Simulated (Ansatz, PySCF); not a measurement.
CH₃F₃OSi, SMILES O[Si](F)(F)CF. Atoms are numbered in the order given.

```xyz
9

O     -1.1746     0.5417     0.9913
Si    -0.3028    -0.2542    -0.1338
F     -0.4884    -1.8392     0.0490
F     -0.8357     0.0662    -1.6173
C      1.5039     0.2304     0.0469
F      1.5284     1.4608     0.6914
H     -0.7049     1.2838     1.3901
H      2.0216     0.3197    -0.9225
H      2.0562    -0.5052     0.6564
```

Geometry: PBE0-D3(BJ)/def2-SVP. The structure was generated by enumeration, and PubChem lists no compound with its InChIKey, so it may never have been made. Other conformers were not sampled.

Two levels are set side by side: PBE-D3(BJ)/def2-SVP (Ansatz, a program for electronic structure) and PBE0-D3(BJ)/def2-SVP (Ansatz). Each level has its own optimised geometry; the coordinates shown are those of the second. Frequencies come from the Hessian of PySCF at each geometry. Differences are taken from unrounded values.

```
quantity                            PBE0-D3(BJ)  PBE-D3(BJ)  PBE-D3(BJ) minus PBE0-D3(BJ)
----------------------------------  -----------  ----------  ----------------------------
mean bond length (Å)                      1.411       1.425                         0.014
bond O1–Si2 (Å)                           1.631       1.649                         0.018
bond Si2–F3 (Å)                           1.606       1.623                         0.017
bond Si2–F4 (Å)                           1.609       1.625                         0.016
bond Si2–C5 (Å)                           1.879       1.895                         0.016
bond C5–F6 (Å)                            1.389       1.406                         0.017
bond O1–H7 (Å)                            0.965       0.977                         0.013
bond C5–H8 (Å)                            1.103       1.112                         0.009
bond C5–H9 (Å)                            1.103       1.113                         0.009
highest harmonic wavenumber (cm⁻¹)         3899        3712                          -187
mean harmonic wavenumber (cm⁻¹)            1065        1027                           -38
zero-point energy (kcal/mol)              31.97       30.82                         -1.14
```

GGA bonds tend to be longer and softer than those of functionals with exact exchange. Differences between two approximate levels are no errors against the true value.
